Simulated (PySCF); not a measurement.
PySCF job for Sn(H)(Br)2(OH) (Br₂H₂OSn), SMILES [OH][SnH]([Br])[Br], PBE0-D3(BJ)/def2-SVP. Geometry: PBE0-D3(BJ)/def2-SVP. The structure was generated by enumeration; whether it is a known compound was not checked. The def2 effective core potentials stand for the cores of Sn; spin–orbit coupling is left out. One conformer was computed; it need not be the lowest.

```python
import numpy as np
from pyscf import gto, scf, dft, df
from pyscf.hessian import thermo

mol = gto.M(
    atom='''
    Sn    0.32132931   -0.65157153    0.00000000
    O    -0.92102176   -2.17496734    0.00000001
    Br   -0.12494648    0.75958375   -1.99130808
    Br   -0.12494648    0.75958375    1.99130807
    H     1.89635275   -1.28570843    0.00000000
    H    -1.84839033   -1.90683892    0.00000000
    ''',
    basis='def2-SVP',
    ecp={'Sn': 'def2-svp'},
    charge=0,
    spin=0,
    max_memory=1600,
    verbose=3,
)
mf = dft.RKS(mol, xc='pbe0').density_fit(auxbasis='def2-universal-jkfit')
mf.disp = 'd3bj'
mf.grids.level = 3
mf.conv_tol = 1e-11
mf.max_cycle = 100
mf.kernel()

# [left out here: the lines that compute and print the analytic Hessian (its translational invariance restored by hand, since the grid's response is missing), thermochemistry and intensities]
```

Program output:

```
converged SCF energy = -5437.78558223876

WARN: DFTD3 does not support analytical Hessian, using finite difference


WARN: Mole.unit (angstrom) is changed to Bohr

Mode                                 0                   1                   2
Irrep
Freq [cm^-1]                       75.8502            117.6267            138.2931
Reduced mass [au]                  57.6660              2.4307              8.4337
Force const [Dyne/A]                0.1955              0.0198              0.0950
Char temp [K]                     109.1315            169.2386            198.9730
Normal mode                   x     y     z       x     y     z       x     y     z
       0  Sn                 0.01 -0.04 -0.00    0.00 -0.00  0.02    0.05 -0.00 -0.00
       1   O                 0.01 -0.04  0.00   -0.00  0.00 -0.17   -0.12  0.13  0.00
       2  Br                -0.01  0.03  0.06   -0.01 -0.02  0.01   -0.02 -0.01  0.01
       3  Br                -0.01  0.03 -0.06    0.01  0.02  0.01   -0.02 -0.01 -0.01
       4   H                 0.00 -0.05 -0.00    0.00 -0.00  0.09    0.01 -0.08 -0.00
       5   H                 0.01 -0.04  0.00   -0.00  0.00 -0.61   -0.08  0.27  0.00
Mode                                 3                   4                   5
Irrep
Freq [cm^-1]                      209.5815            254.8485            277.0852
Reduced mass [au]                   1.6320             66.5104             40.3185
Force const [Dyne/A]                0.0422              2.5451              1.8238
Char temp [K]                     301.5411            366.6703            398.6639
Normal mode                   x     y     z       x     y     z       x     y     z
       0  Sn                -0.00  0.00  0.00   -0.02  0.05  0.00   -0.00  0.00 -0.06
       1   O                 0.00  0.00  0.15    0.02  0.02 -0.00    0.00  0.00  0.03
       2  Br                 0.00  0.02 -0.01    0.01 -0.04  0.05    0.01 -0.03  0.05
       3  Br                -0.00 -0.02 -0.01    0.01 -0.04 -0.05   -0.01  0.03  0.05
       4   H                -0.00  0.00  0.02   -0.02  0.05  0.00   -0.00  0.00 -0.03
       5   H                 0.00 -0.00 -0.77    0.01 -0.01  0.00    0.00 -0.00 -0.11
Mode                                 6                   7                   8
Irrep
Freq [cm^-1]                      544.9135            548.7178            643.8741
Reduced mass [au]                   1.0241              1.0374             14.1471
Force const [Dyne/A]                0.1792              0.1840              3.4556
Char temp [K]                     784.0092            789.4828            926.3915
Normal mode                   x     y     z       x     y     z       x     y     z
       0  Sn                 0.00  0.00 -0.01    0.01  0.01  0.00   -0.02 -0.02 -0.00
       1   O                 0.00 -0.00  0.01    0.01 -0.02 -0.00    0.15  0.18  0.00
       2  Br                -0.00  0.00 -0.00   -0.00 -0.00 -0.00   -0.00 -0.00 -0.00
       3  Br                 0.00 -0.00 -0.00   -0.00 -0.00  0.00   -0.00 -0.00  0.00
       4   H                -0.00 -0.00  0.99   -0.36 -0.89 -0.00   -0.04 -0.06 -0.00
       5   H                -0.00 -0.00  0.06   -0.03 -0.19 -0.00    0.10 -0.01 -0.00
Mode                                 9                  10                  11
Irrep
Freq [cm^-1]                      864.8877           1993.5088           3885.5089
Reduced mass [au]                   1.0824              1.0161              1.0672
Force const [Dyne/A]                0.4771              2.3792              9.4923
Char temp [K]                    1244.3809           2868.2154           5590.3822
Normal mode                   x     y     z       x     y     z       x     y     z
       0  Sn                 0.01 -0.00  0.00    0.01 -0.00 -0.00   -0.00 -0.00  0.00
       1   O                -0.04  0.05 -0.00    0.00 -0.00  0.00    0.06 -0.01  0.00
       2  Br                -0.00 -0.00  0.00    0.00 -0.00 -0.00   -0.00 -0.00  0.00
       3  Br                -0.00 -0.00 -0.00    0.00 -0.00  0.00   -0.00 -0.00 -0.00
       4   H                 0.06  0.16  0.00   -0.92  0.37  0.00   -0.00  0.00  0.00
       5   H                -0.30 -0.90  0.00    0.01  0.01 -0.00   -0.93  0.25 -0.00
temperature 298.1500 [K]
pressure 101325.00 [Pa]
Rotational constants [GHz] 1.95244 0.75567 0.58941
Symmetry number 1
Zero-point energy (ZPE) 0.02177 [Eh]   57149.773 [J/mol]
                           tot       elec      trans        rot        vib
Entropy [J/mol/K]       377.194      0.000    179.737    126.743     70.714
Cv [J/mol/K]             87.315      0.000     12.472     12.472     62.371
Cp [J/mol/K]             95.629      0.000     20.786     12.472     62.371
Internal energy [J/mol]                      3718.434   3718.434  68191.128
Internal energy [Eh]   -5437.75678  -5437.78558
Enthalpy [J/mol]                             6197.391   3718.434  68191.128
Enthalpy [Eh]          -5437.75583
Gibbs free energy [J/mol]                  -47391.094 -34069.990  47107.617
Gibbs free energy [Eh] -5437.79867
static polarisability / bohr^3: [[54.541 -2.666  0.   ]
 [-2.666 65.39  -0.   ]
 [ 0.     0.    82.758]]
largest difference of analytic and finite-field dipole derivatives / e: 0.0012702877131900436
mode   freq/cm-1   IR/(km/mol)   Raman/(A^4/amu)   depolarisation
   1       75.85         1.429             2.916            0.698
   2      117.63         5.590             2.987            0.750
   3      138.29        13.916             2.351            0.578
   4      209.58       103.950             0.629            0.750
   5      254.85        14.472            11.050            0.081
   6      277.09        77.797             2.767            0.750
   7      544.91        90.658            22.857            0.750
   8      548.72        40.811            19.123            0.560
   9      643.87        71.443            14.176            0.159
  10      864.89       110.629             3.407            0.614
  11     1993.51        71.284           268.130            0.194
  12     3885.51        99.289            87.174            0.263
max |gradient| / (hartree/bohr): 8.351714436353878e-05
APT charges: [ 1.8195 -0.8031 -0.5169 -0.5169 -0.2617  0.279 ]
```

The calculation finished and met its thresholds.

Cost: very roughly 4 core-minutes.
